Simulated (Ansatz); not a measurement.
Geometry optimisation, RKS B3LYP-D4/def2-SVP in Ansatz 0.2.0.

Input:

```yaml
crystal:
  periodic: [false, false, false]
  atoms:
    - { symbol: "N", position_ang: [-1.3849, 0.8186, 0.1339] }
    - { symbol: C, position_ang: [-0.5006, -0.2436, 0.306] }
    - { symbol: "N", position_ang: [0.0284, -0.1903, 1.6406] }
    - { symbol: F, position_ang: [-1.0882, -1.4312, 0.1181] }
    - { symbol: Sn, position_ang: [1.102, -0.111, -1.1527] }
    - { symbol: H, position_ang: [-0.9024, 1.7774, 0.1918] }
    - { symbol: H, position_ang: [-1.7854, 0.8111, -0.847] }
    - { symbol: H, position_ang: [-0.6833, -0.3006, 2.3299] }
    - { symbol: H, position_ang: [0.6983, -0.9986, 1.8144] }
    - { symbol: H, position_ang: [1.9482, 1.4139, -0.8909] }
    - { symbol: H, position_ang: [0.417, -0.1715, -2.7285] }
    - { symbol: H, position_ang: [2.2279, -1.4295, -0.8815] }
basis:
  gaussian: { orbitals: def2-SVP }
hamiltonian:
  xc: b3lyp
  dispersion: d4
relax:
  f_tol: 0.015
  max_steps: 40
output:
  orbitals: {}
```

Run as:

```bash
$ ansatz run input.yaml --threads 2 --pin off --max-ram 3072MiB --backend cpu --events-out ev --progress --plain --runs-dir out
```

Question: Where does it end, and by what steps?

Answer: It converged. After 7 steps the energy has fallen by 0.486 eV; H6 moved furthest, 0.27 Å.

```json
{"step": "0", "energy less start (eV)": "0.0000", "largest force component (eV/Å)": "2.940", "accepted": "yes"}
{"step": "1", "energy less start (eV)": "-0.3804", "largest force component (eV/Å)": "1.186", "accepted": "yes"}
{"step": "2", "energy less start (eV)": "-0.3764", "largest force component (eV/Å)": "1.633", "accepted": "no"}
{"step": "3", "energy less start (eV)": "-0.4767", "largest force component (eV/Å)": "0.243", "accepted": "yes"}
{"step": "4", "energy less start (eV)": "-0.4823", "largest force component (eV/Å)": "0.187", "accepted": "yes"}
{"step": "5", "energy less start (eV)": "-0.4847", "largest force component (eV/Å)": "0.105", "accepted": "yes"}
{"step": "6", "energy less start (eV)": "-0.4863", "largest force component (eV/Å)": "0.026", "accepted": "yes"}
{"step": "7", "energy less start (eV)": "-0.4865", "largest force component (eV/Å)": "0.014", "accepted": "yes"}
```

```xyz
12
Properties=species:S:1:pos:R:3
N -1.432 0.857 0.207
C -0.473 -0.201 0.301
N 0.031 -0.224 1.619
F -1.183 -1.383 -0.037
Sn 1.204 -0.151 -1.166
H -1.015 1.757 0.436
H -1.866 0.902 -0.713
H -0.737 -0.260 2.294
H 0.669 -0.999 1.783
H 1.961 1.398 -1.102
H 0.546 -0.371 -2.742
H 2.372 -1.379 -0.847
```

Run time: 21 s on 2 threads of Intel(R) Xeon(R) 6975P-C (Granite Rapids), with other jobs on the host, peak memory 0.32 GiB.
